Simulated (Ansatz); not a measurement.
Geometry optimisation, RKS PBE0/STO-3G in Ansatz 0.2.0.

Input file:

```yaml
crystal:
  periodic: [false, false, false]
  atoms:
    - { symbol: Si, position_ang: [0.0, 0.0, 0.0] }
    - { symbol: H, position_ang: [0.0, 0.0, 1.46] }
    - { symbol: O, position_ang: [1.5842, 0.0, -0.5594] }
    - { symbol: C, position_ang: [2.3503, -1.1632, -0.836] }
    - { symbol: H, position_ang: [1.7187, -1.9052, -1.3675] }
    - { symbol: H, position_ang: [3.2179, -0.8926, -1.4733] }
    - { symbol: H, position_ang: [2.7141, -1.6023, 0.1163] }
    - { symbol: H, position_ang: [-0.6877, 1.1914, -0.4862] }
    - { symbol: Si, position_ang: [-1.0456, -1.8115, -0.7393] }
    - { symbol: H, position_ang: [-1.7029, -2.4846, 0.3772] }
    - { symbol: H, position_ang: [-2.0454, -1.4265, -1.7311] }
    - { symbol: H, position_ang: [-0.0777, -2.7173, -1.3511] }
basis:
  gaussian: { orbitals: STO-3G }
hamiltonian:
  xc: pbe0
relax:
  f_tol: 0.02
  max_steps: 40
```

Command:

```bash
$ ansatz run input.yaml --threads 1 --pin off --max-ram 2048MiB --backend cpu --events-out ev --progress --plain --runs-dir out
```

Problem. Where does it end, and by what steps?

Solution. It converged. The force dipped under the threshold on the way, but the program's further checks kept it going. Limits of this set-up: minimal basis. After 25 steps the energy has fallen by 0.443 eV; H10 moved furthest, 0.96 Å.

```csv
step,energy less start (eV),largest force component (eV/Å),accepted
0,0.0000,2.284,yes
1,-0.2897,0.805,yes
2,-0.3349,0.402,yes
3,-0.3730,0.695,yes
4,-0.4212,0.370,yes
5,-0.4303,0.052,yes
6,-0.4324,0.036,yes
7,-0.4321,0.122,no
8,-0.4339,0.032,yes
9,-0.4346,0.113,yes
10,-0.4355,0.107,yes
11,-0.4364,0.100,yes
12,-0.4381,0.034,yes
13,-0.4377,0.194,no
14,-0.4277,0.271,no
15,-0.4389,0.067,yes
16,-0.4403,0.068,yes
17,-0.4407,0.056,yes
18,-0.4415,0.067,yes
19,-0.4422,0.048,yes
20,-0.4426,0.048,yes
21,-0.4427,0.075,yes
22,-0.4430,0.020,yes
23,-0.4430,0.025,yes
24,-0.4431,0.017,yes
25,-0.4431,0.012,yes
```

```xyz
12
Properties=species:S:1:pos:R:3
Si 0.082 -0.189 0.050
H 0.495 -0.499 1.406
O 1.475 0.168 -0.907
C 2.386 -0.959 -0.912
H 1.959 -1.874 -1.375
H 3.270 -0.671 -1.510
H 2.748 -1.242 0.100
H -0.651 1.056 0.076
Si -1.205 -1.863 -0.749
H -2.420 -1.957 0.027
H -1.576 -1.642 -2.126
H -0.537 -3.140 -0.670
```

Whether the end is a true minimum wasn't checked by a vibrational analysis.

The run took 62 s on 1 thread of Arm Neoverse V1, with other jobs on the host, peak memory 0.12 GiB.
